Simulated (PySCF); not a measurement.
C2H8O2Si. Atoms are numbered in the order given.

```xyz
13

Si    -0.0773    -0.6768     0.4606
O      1.5034    -0.4975     0.0203
C      2.1354     0.7578    -0.0990
O     -1.0171     0.1812    -0.6058
C     -2.3119     0.6670    -0.3546
H     -0.3334    -0.1251     1.8290
H     -0.3527    -2.1342     0.4139
H      3.1735     0.5988    -0.4286
H      1.6240     1.3961    -0.8402
H      2.1581     1.2947     0.8679
H     -2.4028     1.1007     0.6594
H     -2.5458     1.4558    -1.0868
H     -3.0711    -0.1297    -0.4568
```

Geometry optimised at ωB97X-D3(BJ)/def2-SVP. One conformer was computed; it need not be the lowest.

The numbers are results of TDDFT-PBE/def2-SVPD (PySCF), not measurements.

Vertical excitations. 

```csv
state,energy (eV),λ (nm),f,main pairs
S1,6.41,193,0.003,HOMO→LUMO 99 %
S2,6.59,188,0.007,HOMO→LUMO+1 98 %
S3,6.67,186,0.020,HOMO−1→LUMO 96 %
S4,6.82,182,0.001,HOMO−1→LUMO+1 99 %
S5,7.10,175,0.031,HOMO→LUMO+2 97 %
S6,7.17,173,0.014,HOMO−2→LUMO 92 %
S7,7.24,171,0.005,HOMO−3→LUMO 91 %
S8,7.31,170,0.004,"HOMO−1→LUMO+2 79 %, HOMO−2→LUMO+1 12 %"
S9,7.37,168,0.011,"HOMO→LUMO+3 55 %, HOMO−2→LUMO+1 38 %"
S10,7.37,168,0.007,"HOMO→LUMO+3 36 %, HOMO−2→LUMO+1 30 %, HOMO−1→LUMO+2 17 %, HOMO−3→LUMO+1 14 %"
T1,6.21,200,0,HOMO→LUMO 99 %
T2,6.41,193,0,HOMO→LUMO+1 90 %
T3,6.47,191,0,HOMO−1→LUMO 90 %
T4,6.67,186,0,HOMO−1→LUMO+1 98 %
```
Triplets are in the Tamm–Dancoff approximation, which puts them higher than full response would, so one can lie above its singlet here.
